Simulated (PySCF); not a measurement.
Species: C₆H₁₈AlP.
Structure used (PBE0-D3(BJ)/def2-SVP), in Å, numbered top down from 1:
```
atom  x, y, z in Å
C1     1.862    1.748   -0.778
Al2    1.424   -0.116   -0.241
C3     1.995   -0.690    1.577
C4     1.415   -1.501   -1.668
P5    -1.020    0.095    0.159
C6    -1.820   -1.474    0.649
C7    -1.997    0.662   -1.276
C8    -1.469    1.260    1.493
H9     1.621    2.490    0.004
H10    1.350    2.064   -1.704
H11    2.945    1.849   -0.975
H12    1.532   -1.639    1.899
H13    3.087   -0.855    1.605
H14    1.779    0.066    2.353
H15    0.978   -2.459   -1.338
H16    0.872   -1.182   -2.575
H17    2.447   -1.728   -1.992
H18   -1.346   -1.843    1.570
H19   -2.901   -1.353    0.815
H20   -1.651   -2.220   -0.141
H21   -3.070    0.738   -1.040
H22   -1.855   -0.044   -2.107
H23   -1.623    1.645   -1.598
H24   -1.088    2.260    1.237
H25   -2.557    1.312    1.648
H26   -0.980    0.940    2.425
```

Method used: PySCF, PBE0-D3(BJ)/def2-SVP geometry optimisation, gas phase.

(1) Which atoms are bound to Al2, and at what distances?

(2) List the angles at Al2.

(3) What is the shape at Al2?

(4) What are the other bond lengths?

(5) Give some angles away from the centre.

Results:

(1) 4 atoms: C1 1.989 Å, C4 1.989 Å, C3 1.990 Å, P5 2.485 Å. The nearest atom not counted as bound is H17, at 2.59 Å (others tie with it).

(2) 
| angle | degrees | distance of the outer atoms (Å) |
| --- | --- | --- |
| C1–Al2–C4 | 117.4 | 3.40 |
| C3–Al2–C4 | 117.1 | 3.39 |
| C1–Al2–C3 | 117.0 | 3.39 |
| C1–Al2–P5 | 100.4 | 3.45 |
| C4–Al2–P5 | 99.8 | 3.44 |
| C3–Al2–P5 | 99.2 | 3.42 |

(3) Distorted tetrahedral: angles from 99.2° to 117.4°; τ4 = (360° − α − β)/141° = 0.89 with α and β the two widest (0 for a square, 1 for a tetrahedron).

(4) P5–C6, P5–C7, P5–C8 1.827 Å; C1–H9 and 8 like bonds 1.104 Å; C6–H18 and 8 like bonds 1.100 Å.

(5) Al2–P5–C6 113.6°, Al2–P5–C7 115.2°, C6–P5–C7 104.1°.

Point group: near C3v, missed by 0.12 Å at most; the miss may be what the optimiser left on a soft mode (C3 holds within 0.08 Å). Charge 0, singlet. PBE0-D3(BJ)/def2-SVP frequencies: not computed here.
